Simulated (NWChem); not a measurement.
System: ScCl₂ cation; SMILES [Cl][Sc+][Cl]

Here is an NWChem input.

```
start job
memory heap 200 mb stack 700 mb global 900 mb
charge 1
geometry units angstroms noautoz
  Sc     0.000000     0.000000     0.781372
  Cl     1.802450     0.000000    -0.460012
  Cl    -1.802450     0.000000    -0.460012
end
basis spherical
  * library sto-3g
end
dft
  xc hfexch
  iterations 150
  mulliken
end
task dft energy
```

Output (shortened):

```
             Northwest Computational Chemistry Package (NWChem) 7.3.0
             --------------------------------------------------------

 C2V symmetry detected

                             Geometry "geometry" -> ""
                             -------------------------

 Output coordinates in angstroms (scale by  1.889725989 to convert to a.u.)

  No.       Tag          Charge          X              Y              Z
 ---- ---------------- ---------- -------------- -------------- --------------
    1 Sc                  21.0000     0.00000000     0.00000000     0.76740102
    2 Cl                  17.0000     1.80245000     0.00000000    -0.47398298
    3 Cl                  17.0000    -1.80245000     0.00000000    -0.47398298

 Effective nuclear repulsion energy (a.u.)     215.0620503976

      Symmetry information
      --------------------

 Group name             C2v
 Group number             16
 Group order               4
 No. of unique centers     2

  xc_inp: hfexch multiplicative factor not found.

                                 NWChem DFT Module
                                 -----------------

 Summary of "ao basis" -> "ao basis" (spherical)
 ------------------------------------------------------------------------------
       Tag                 Description            Shells   Functions and Types
 ---------------- ------------------------------  ------  ---------------------
 Sc                          sto-3g                  8       18   4s3p1d
 Cl                          sto-3g                  5        9   3s2p

      Symmetry analysis of basis
      --------------------------

        a1         16
        a2          3
        b1         11
        b2          6

            General Information
            -------------------
          SCF calculation type: DFT
          Wavefunction type:  closed shell.
          No. of atoms     :     3
          No. of electrons :    54
           Alpha electrons :    27
            Beta electrons :    27
          Charge           :     1
          Spin multiplicity:     1
          Use of symmetry is: on ; symmetry adaption is: on
          Maximum number of iterations: 150
          AO basis - number of functions:    36
                     number of shells:    18
          Convergence on energy requested:  1.00D-06
          Convergence on density requested:  1.00D-05
          Convergence on gradient requested:  5.00D-04

              XC Information
              --------------
                     Hartree-Fock (Exact) Exchange  1.000

      Superposition of Atomic Density Guess
      -------------------------------------

 Sum of atomic energies:       -1661.09723499

 Renormalizing density from      55.00 to     54

      Non-variational initial energy
      ------------------------------

 Total energy =   -1642.275734
 1-e energy   =   -2666.950913
 2-e energy   =     809.613128
 HOMO         =      -0.706028
 LUMO         =      -0.283263

      Symmetry analysis of molecular orbitals - initial
      -------------------------------------------------

  Numbering of irreducible representations:

     1 a1          2 a2          3 b1          4 b2

  Orbital symmetries:

     1 a1          2 a1          3 b1          4 a1          5 b1
     6 a1          7 b2          8 a1          9 b1         10 a1
    11 b1         12 a1         13 a2         14 b2         15 b1
    16 a1         17 b1         18 a1         19 b2         20 a1
    21 b1         22 a1         23 b1         24 a1         25 b2
    26 a2         27 b1         28 a1         29 a1         30 b2
    31 b1         32 b2         33 a2         34 a1         35 a1
    36 b1

     ---------------------------------------------
      Total Density - Mulliken Population Analysis
     ---------------------------------------------

    Atom       Charge   Shell Charges
 -----------   ------   -------------------------------------------------------
    1 Sc  21    18.88   2.00  2.00  5.99  2.03  5.90  0.31  0.28  0.36
    2 Cl  17    17.56   2.00  2.00  5.99  2.03  5.54
    3 Cl  17    17.56   2.00  2.00  5.99  2.03  5.54

   convergence    iter        energy       DeltaE   RMS-Dens  Diis-err
 ---------------- ----- ----------------- --------- --------- ---------
 d= 0,ls=0.0,diis     1  -1661.2016169034 -1.88D+03  3.71D-02  4.01D-01
 d= 0,ls=0.0,diis     2  -1661.3101153510 -1.08D-01  7.94D-03  2.45D-02
 d= 0,ls=0.0,diis     3  -1661.3162512742 -6.14D-03  1.89D-03  8.01D-04
 d= 0,ls=0.0,diis     4  -1661.3166990407 -4.48D-04  1.06D-03  8.67D-05
 d= 0,ls=0.0,diis     5  -1661.3167636994 -6.47D-05  1.35D-04  1.52D-06
 d= 0,ls=0.0,diis     6  -1661.3167646624 -9.63D-07  1.42D-05  3.34D-08
 d= 0,ls=0.0,diis     7  -1661.3167646794 -1.70D-08  2.18D-06  6.50D-10

         Total DFT energy =    -1661.316764679436
      One electron energy =    -2702.219027423031
           Coulomb energy =      918.725632352839
    Exchange-Corr. energy =      -92.885420006796
 Nuclear repulsion energy =      215.062050397551

 Numeric. integr. density =        0.000000000000

                  Occupations of the irreducible representations
                  ----------------------------------------------

                     irrep           alpha         beta
                     --------     --------     --------
                     a1               12.0         12.0
                     a2                2.0          2.0
                     b1                9.0          9.0
                     b2                4.0          4.0

                       DFT Final Molecular Orbital Analysis
                       ------------------------------------

 Vector   25  Occ=2.000000D+00  E=-6.311368D-01  Symmetry=b2
              MO Center= -2.4D-12, -2.8D-20, -4.1D-01, r^2= 4.0D+00
   Bfn.  Coefficient  Atom+Function         Bfn.  Coefficient  Atom+Function
  ----- ------------  ---------------      ----- ------------  ---------------
    26      0.649370  2 Cl py                35      0.649370  3 Cl py
    12      0.211598  1 Sc py                22     -0.178538  2 Cl py
    31     -0.178538  3 Cl py                15     -0.160441  1 Sc d -1
     8     -0.142678  1 Sc py                 4      0.040554  1 Sc py

 Vector   26  Occ=2.000000D+00  E=-6.287456D-01  Symmetry=a2
              MO Center=  2.4D-12, -3.5D-16, -3.3D-01, r^2= 4.2D+00
   Bfn.  Coefficient  Atom+Function         Bfn.  Coefficient  Atom+Function
  ----- ------------  ---------------      ----- ------------  ---------------
    26      0.640351  2 Cl py                35     -0.640351  3 Cl py
    14      0.264726  1 Sc d -2              22     -0.177032  2 Cl py
    31      0.177032  3 Cl py

 Vector   27  Occ=2.000000D+00  E=-6.071113D-01  Symmetry=b1
              MO Center=  1.0D-13,  1.4D-16, -3.8D-01, r^2= 4.2D+00
   Bfn.  Coefficient  Atom+Function         Bfn.  Coefficient  Atom+Function
  ----- ------------  ---------------      ----- ------------  ---------------
    27      0.540893  2 Cl pz                36     -0.540893  3 Cl pz
    25      0.427066  2 Cl px                34      0.427066  3 Cl px
    17     -0.164209  1 Sc d  1              23     -0.146431  2 Cl pz
    32      0.146431  3 Cl pz                21     -0.117164  2 Cl px
    30     -0.117164  3 Cl px                11      0.114284  1 Sc px

 Vector   28  Occ=0.000000D+00  E=-1.946894D-01  Symmetry=a1
              MO Center= -1.1D-14, -4.7D-18,  1.5D+00, r^2= 2.3D+00
   Bfn.  Coefficient  Atom+Function         Bfn.  Coefficient  Atom+Function
  ----- ------------  ---------------      ----- ------------  ---------------
    10      0.895152  1 Sc s                 13      0.516411  1 Sc pz
     6     -0.335083  1 Sc s                  9     -0.300836  1 Sc pz
    18     -0.274252  1 Sc d  2              25      0.165878  2 Cl px
    34     -0.165878  3 Cl px                16      0.155452  1 Sc d  0
    27     -0.114346  2 Cl pz                36     -0.114346  3 Cl pz

 Vector   29  Occ=0.000000D+00  E=-9.042247D-02  Symmetry=b2
              MO Center= -1.6D-14, -2.7D-20,  1.4D+00, r^2= 2.6D+00
   Bfn.  Coefficient  Atom+Function         Bfn.  Coefficient  Atom+Function
  ----- ------------  ---------------      ----- ------------  ---------------
    15      0.791261  1 Sc d -1              12      0.677179  1 Sc py
     8     -0.346612  1 Sc py                 4      0.095757  1 Sc py
    26      0.040023  2 Cl py                35      0.040023  3 Cl py

 Vector   30  Occ=0.000000D+00  E=-8.510135D-02  Symmetry=a1
              MO Center= -3.7D-14, -2.0D-18,  1.1D+00, r^2= 3.1D+00
   Bfn.  Coefficient  Atom+Function         Bfn.  Coefficient  Atom+Function
  ----- ------------  ---------------      ----- ------------  ---------------
    16      0.669378  1 Sc d  0              18      0.650652  1 Sc d  2
    13      0.388325  1 Sc pz                 9     -0.202005  1 Sc pz
    10     -0.112168  1 Sc s                  5      0.055939  1 Sc pz
     6      0.048396  1 Sc s                 24     -0.045643  2 Cl s
    33     -0.045643  3 Cl s                 27      0.035886  2 Cl pz

     ---------------------------------------------
      Total Density - Mulliken Population Analysis
     ---------------------------------------------

    Atom       Charge   Shell Charges
 -----------   ------   -------------------------------------------------------
    1 Sc  21    19.79   2.00  2.00  5.99  2.02  5.88  0.33  0.63  0.94
    2 Cl  17    17.10   2.00  2.00  5.98  2.02  5.10
    3 Cl  17    17.10   2.00  2.00  5.98  2.02  5.10

     -------------------------------------------
      Total Density - Lowdin Population Analysis
     -------------------------------------------

[...]
```

Level: Hartree-Fock/STO-3G. The geometry was optimised at PBE-D3(BJ)/def2-SVP. This spin state was assumed; another may lie lower.
